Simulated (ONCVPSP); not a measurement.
# Kr, ONCV: configuration errors across variants

- Element: Kr (Z = 36)
- Generator: ONCVPSP 4.0.1
- Type: optimised norm-conserving Vanderbilt (ONCV)
- Functional: PBEsol
- Relativity: scalar-relativistic
- Frozen core: [Ar] 3d10
- Valence charge: 8
- Reference configuration: 4s2 4p5 (charge +1)
- Partial waves: 4s: rc 1.35 bohr, ncon 3, nbas 7, qcut 5.2 1/bohr, 2 projectors, debl 2.2 Ha; 4p: rc 1.15 bohr, ncon 4, nbas 8, qcut 8.4 1/bohr, 2 projectors, debl 1.5 Ha
- Local potential: polynomial inside 0.95 bohr (lpopt 2, dvloc0 0 Ha)
- Core correction: Teter function, fcfact 2.75, rcfact 1.15

All-electron excitation energies from the reference (eV): (1) 4s2 4p6 -14.283; (2) 4s2 4p4 25.177; (3) 4s2 4p3 62.267; (4) 4s2 4p2 112.110.

1 further variants failed, have other tests or another functional or relativity, and are left out.

A true bound ghost makes a file unfit for plane-wave use even where its test errors are small: the radial tests pick states by their node count and pass the ghost by.

Errors AE − PS in meV (a dash: test not solved or not reliable):

```csv
change,(1),(2),(3),(4),bound ghosts,GHOST(+) flags above zero
base,+0.4,-7.9,-30,-71,p,s
"local potential polynomial inside 1.05 bohr (lpopt 2, dvloc0 1 Ha)",+0.4,-7.9,-30,-71,p,s
s: qcut 5,+0.5,-7.9,-29,-70,p,s
s: qcut 4.7; p: qcut 7.5,+0.6,-7.6,-27,-64,p,s
```

(1) Give the same row for: all radii but the core radius scaled by about 1.14 (s 1.54, p 1.32 bohr); local potential polynomial inside 1.08 bohr (lpopt 2, dvloc0 0 Ha).

Results:

(1) +1.1, -7.1, -23, -46; bound ghosts: p; GHOST(+) flags above zero: s.
